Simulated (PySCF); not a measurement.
# Identify the compound

Molecular formula: C₉H₇N. Simulated spectra:

1H NMR (600 MHz, computed): δ 7.67 (m, 2H), 7.53 (m, 2H), 6.61 (m, 1H), 6.33 (m, 1H), 5.75 (m, 1H).

13C{1H} NMR (computed): δ 149.1 (C), 146.3 (CH), 143.4 (CH, 2C), 134.6 (CH, 2C), 126.0 (CH2), 124.9 (C), 120.8 (C).

PySCF 2.14 calculation with GIAO CAM-B3LYP/pcSseg-1 shieldings and PBE0-D3(BJ)/def2-SVP geometry; non-relativistic Hamiltonian, in vacuum, equivalent nuclei averaged, single conformer.

Scale: 1H (σref 31.33) and 13C (σref 182.45) vs TMS (reference shieldings calculated alike).

Q: What is the structure?

A: 
The formula gives 7 degrees of unsaturation (1 ring in the answer). 7 carbon signals for 9 carbons: some carbons are equivalent by symmetry or fast rotation. Carbon types of the structure: 3 × C, 5 × CH, 1 × CH2, which accounts for all hydrogens. δC 149.1, 120.8: substituted aromatic carbon. δC 146.3: alkene CH; the olefinic region. δC 143.4, 134.6: aromatic CH. δC 126.0: terminal =CH2 carbon; the olefinic region. δC 124.9: nitrile carbon; C≡N carbons fall here, among the sp2 signals but without a proton. δH 7.67, 7.53: hydrogen on an aromatic CH; aromatic region. δH 6.33, 5.75: hydrogen on a terminal =CH2 carbon; a vinylic proton, deshielded by the sp2 carbon and the C=C anisotropy.

These data were computed for 4-cyanostyrene (N#Cc1ccc(C=C)cc1).

This is the structure that produced the data.

Shifts are as computed, not scaled to solution data. Of 1211 compounds with measured shifts, 218 miss one by over three times the rms of a fit or turn the order of signals round; such compounds aren't used in these exercises. No couplings were computed; multiplicities are counted from neighbouring protons, with m where these are inequivalent, close in shift, in a saturated or five-membered ring or joined by F or P, and br s for small geminal =CH2 splittings.
